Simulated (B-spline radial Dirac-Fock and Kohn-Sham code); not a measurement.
## C²⁺ 2s: cross section and angular parameters

System: C²⁺, configuration [He] 2s2; threshold 45.63 eV (orbital energy of the model). Method: Dirac-Hartree-Slater photoionisation with a Latter tail; cross sections with all multipoles, angular parameters from the dipole term and its interference with E2. Computed with a radial B-spline solver.

| hν (eV) | σ (kb) | β | γ |
| --- | --- | --- | --- |
| 60 | 1100 | 2.000 | -0.013 |
| 68.7 | 894 | 2.000 | -0.016 |
| 72.3 | 823 | 2.000 | -0.015 |
| 80 | 696 | 2.000 | -0.011 |
| 100 | 471 | 2.000 | 0.007 |
| 110 | 396 | 2.000 | 0.017 |
| 168 | 175 | 2.000 | 0.080 |
| 180 | 151 | 2.000 | 0.091 |
| 220 | 98.6 | 2.000 | 0.129 |
| 237 | 83.9 | 2.000 | 0.142 |
| 341 | 36.5 | 2.000 | 0.232 |
| 428 | 20.9 | 2.000 | 0.300 |
| 579 | 9.83 | 2.000 | 0.393 |
| 893 | 3.22 | 2.000 | 0.543 |
| 1120 | ? | ? | ? |
| 1130 | 1.72 | 2.000 | 0.642 |
| 1486.9 | 0.807 | 2.000 | 0.777 |
| 1880 | 0.415 | 2.000 | 0.906 |
| 3320 | 0.0776 | 2.000 | 1.271 |
| 3730 | 0.0546 | 2.000 | 1.356 |
| 3890 | 0.0481 | 2.000 | 1.388 |
| 4000 | 0.0442 | 2.000 | 1.409 |
| 5414.7 | 0.0175 | 2.000 | 1.664 |
| 8590 | 0.00412 | 2.000 | 2.134 |
| 9251.7 | 0.00326 | 2.000 | 2.221 |
| 10900 | 0.00193 | 2.000 | 2.423 |
| 15000 | 0.000687 | 2.000 | 2.858 |

Question: Give the values at 1120 eV.

Answer: σ = 1.76 kb, β = 2.000, γ = 0.638. For an s subshell δ is negligible.
